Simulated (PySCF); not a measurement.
Vertical excitations of a molecule C3H6BFN2 from TDA-PBE/def2-SVPD (PySCF), as energy in eV (oscillator strength): 4.26 (0.001), 5.02 (0.105), 5.71 (0.005), 6.14 (0.004), 6.56 (0.010), 6.71 (0.012), 6.99 (0.001), 7.00 (0.019), 7.04 (0.124), 7.15 (0.001). Lowest triplet (TDA): 3.43 eV. The structure is a stationary point at B3LYP-D3(BJ)/def2-SVP. The values are those of a single conformer.

Pick the molecule that these values belong to.
A. NC=C=CB(N)F
B. NB(N)C=C=CF
C. CN1B(N)C=C1F
D. CN1CN=CB1F

D, CN1CN=CB1F
